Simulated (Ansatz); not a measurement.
Computed with Ansatz on PBE0-D4/def2-TZVP structures; ΔE is electronic, products minus reactants. CCSD(T)/CBS is the MP2 limit (def2-TZVPP, def2-QZVPP) plus CCSD(T) − MP2 in def2-TZVPP, frozen cores. This one scheme is used for every species. DFT in def2-TZVPP. B3LYP here is the variant with VWN-RPA as its local correlation; programs differ in this. One conformer a species, not always the lowest.

Reaction (ligand exchange at the Si–C bond): `[SiH3]C[NH][AlH][SH]` + `NCCO` → `OCCN[SiH3]` + `C[NH][AlH][SH]`

CCSD(T)/CBS gives -0.60 eV.

Task: Another level gave -0.58 eV. Which?
A. B3LYP/def2-TZVPP
B. HF/def2-TZVPP
C. PBE0/def2-TZVPP
D. PBE-D4/def2-TZVPP

Result: C. PBE0 -0.58, PBE-D4 -0.54, HF/def2-TZVPP -0.73, B3LYP -0.64 eV.

Largest T1 diagnostic among the species: 0.012.

In def2-TZVPP, CCSD(T) changes the Hartree–Fock value by +0.12 eV (the triples alone add +0.02 eV) and MP2 by +0.10 eV.
